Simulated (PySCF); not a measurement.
**Working out the ionisation energy of Ag**

Ag [Kr] 4d10 5s1 (2S) → Ag⁺ [Kr] 4d10 (1S). Computed with PySCF 2.14 in def2-QZVPPD with the def2 core potential (28 electrons), with a scalar-relativistic core potential. Frozen: nothing. Energies in hartree (1 hartree = 27.21139 eV):

```csv
part,Ag (lower),Ag⁺ (upper)
UHF,-146.118089,-145.884384
CCSD correlation,-0.701881,-0.663681
(T),-0.024484,-0.019714
```

Question: What does Hartree-Fock give?

Answer: (-145.884384) − (-146.118089) = 0.233705 hartree = 6.359 eV.

Question: What do CCSD and CCSD(T) give?

Answer: The CCSD correlation energies differ by 0.038200 hartree = 1.039 eV and the triples by 0.004770 hartree = 0.130 eV, so CCSD gives 7.398 eV and CCSD(T) 7.528 eV.

Measured between the centres of the two terms (NIST): 7.576 eV, so CCSD(T) (valence and next inner shell) is off by -0.048 eV.

What remains against the reference includes basis incompleteness and higher excitations.
